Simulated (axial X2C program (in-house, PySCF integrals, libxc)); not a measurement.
# PbS⁺: properties at the nuclei

Computed with an axial X2C code built on PySCF integrals: two-component X2C with atomic mean-field Coulomb and Gaunt terms, Gaussian nuclei, basis Pb dyall-cv3z, S dyall-av3z with contracted cores.

R = 2.460 Å (near the PBE0 minimum at charge 1 of the determinant lowest at the starting distance; the state shown can have its own minimum elsewhere).

Input and command:
```json
{"zs": [82, 16], "q": 1, "bas": ["dyall-cv3z", "dyall-av3z"], "r0": 2.29, "levels": ["PBE0", "HF", "BHandHLYP", "PBE50", "TPSSh"], "nst": 3}
```
```bash
python soeom.py task.json out
```

Keys: zs atomic numbers; q charge; bas basis sets; r0 starting distance in Å; levels methods; nst determinants followed.

Determinant lowest in the PBE0 search, Ω = 3/2 (⟨Sz⟩ = 0.51, ⟨Lz⟩ = 0.99 at PBE0), spin on the atoms Pb -0.05, S 0.56:

```json
{"level": "PBE0", "Eeff magnitude (GV/cm)": "7.27", "Ws magnitude Pb (kHz)": "5.69", "A∥/gI Pb (MHz)": "342", "qzz Pb (a.u.)": "-13.74", "A∥/gI S (MHz)": "190", "qzz S (a.u.)": "-0.72"}
{"level": "HF", "Eeff magnitude (GV/cm)": "4.37", "Ws magnitude Pb (kHz)": "3.79", "A∥/gI Pb (MHz)": "636", "qzz Pb (a.u.)": "-15.60", "A∥/gI S (MHz)": "207", "qzz S (a.u.)": "-0.56"}
{"level": "BHandHLYP", "Eeff magnitude (GV/cm)": "8.22", "Ws magnitude Pb (kHz)": "6.48", "A∥/gI Pb (MHz)": "329", "qzz Pb (a.u.)": "-14.44", "A∥/gI S (MHz)": "205", "qzz S (a.u.)": "-0.63"}
{"level": "PBE50", "Eeff magnitude (GV/cm)": "7.76", "Ws magnitude Pb (kHz)": "6.14", "A∥/gI Pb (MHz)": "335", "qzz Pb (a.u.)": "-14.92", "A∥/gI S (MHz)": "199", "qzz S (a.u.)": "-0.56"}
{"level": "TPSSh", "Eeff magnitude (GV/cm)": "7.3", "Ws magnitude Pb (kHz)": "5.68", "A∥/gI Pb (MHz)": "390", "qzz Pb (a.u.)": "-13.11", "A∥/gI S (MHz)": "196", "qzz S (a.u.)": "-0.84"}
```

Determinant 2.21 eV from it at PBE0 and this distance, Ω = 1/2 (⟨Sz⟩ = 1.45, ⟨Lz⟩ = -0.95 at PBE0), spin on the atoms Pb 0.46, S 0.99:

| level | Eeff magnitude (GV/cm) | Ws magnitude Pb (kHz) | A∥/gI Pb (MHz) | qzz Pb (a.u.) | A∥/gI S (MHz) | qzz S (a.u.) |
| --- | --- | --- | --- | --- | --- | --- |
| PBE0 | 32.3 | 77.5 | -10100 | 0.66 | -656 | -3.32 |
| HF | 32 | 77.5 | -10400 | 1.38 | -523 | -3.38 |
| BHandHLYP | 39 | 93.6 | -9850 | 0.97 | -587 | -3.37 |
| PBE50 | 34.3 | 82.6 | -10400 | 1.03 | -623 | -3.33 |
| TPSSh | 28.8 | 69.1 | -10100 | 0.79 | -533 | -3.33 |

Eeff is the effective electric field on the electron electric dipole moment in this Ω state and Ws the scalar–pseudoscalar constant of the nucleus named (defined with the proton number Z and per Ω); A∥ (defined per Ω) follows by multiplying with gI = μI/(I μN); qzz is the electric field gradient, eQq0 = 234.96 MHz × Q/barn × qzz. The operators were transformed with the bare-nucleus X2C matrices; with these basis sets, hyperfine constants and field gradients can be off by tens of per cent, and where levels differ in sign neither size nor sign is settled.

Question: With gI(207Pb) = 1.1851, gI(33S) = 0.4292, Q(33S) = -0.0694 barn (g factors from the IAEA table of nuclear moments by Stone; Q from Pyykkö, Mol. Phys. 2018), turn the PBE0 values of the first state into constants in MHz.

Answer: A∥(207Pb) = 342 × 1.1851 = 405 MHz; A∥(33S) = 190 × 0.4292 = 81.5 MHz; eQq0(33S) = 234.96 × (-0.0694) × (-0.72) = 11.7 MHz.

Each state is one determinant with collinear spin, which with several unpaired electrons need not be a pure state. Unrestricted Hartree–Fock can overshoot spin polarisation at the nuclei. With several open shells hyperfine constants can be off by a factor of several. The search compared states at one distance, so a state with another bond length can lie lower. Further determinants of the search, some of them spin-mixed, are not shown. PBE0 term energies can be off by some tenths of an eV.
